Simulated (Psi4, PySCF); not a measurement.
Here is a job for PySCF.
```python
from pyscf import gto, scf, dft

mol = gto.Mole()
mol.atom = '''
    Br   -0.00000000   -0.00000000   -0.03893503
    H     0.00000000    0.00000000    1.36272591
'''
mol.basis = 'cc-pvdz'
mol.verbose = 4
mol.build()

mf = dft.RKS(mol)
mf.xc = 'camb3lyp'
mf.grids.atom_grid = (99, 590)
mf.grids.prune = None
mf.kernel()
```

Problem. Give the equivalent Psi4 input.

Solution. One answer among several that fit: 
```
memory 2 GB

molecule {
0 1
Br   -0.00000000   -0.00000000   -0.03893503
H     0.00000000    0.00000000    1.36272591
}

set {
  basis cc-pvdz
  scf_type pk
  puream true
  d_convergence 1e-8
  dft_radial_points 99
  dft_spherical_points 590
}

energy('cam-b3lyp')
print_variables()
```

Both were run: PySCF gave -2574.851972 Eh and Psi4 -2574.851972 Eh, 0.001 mEh apart.
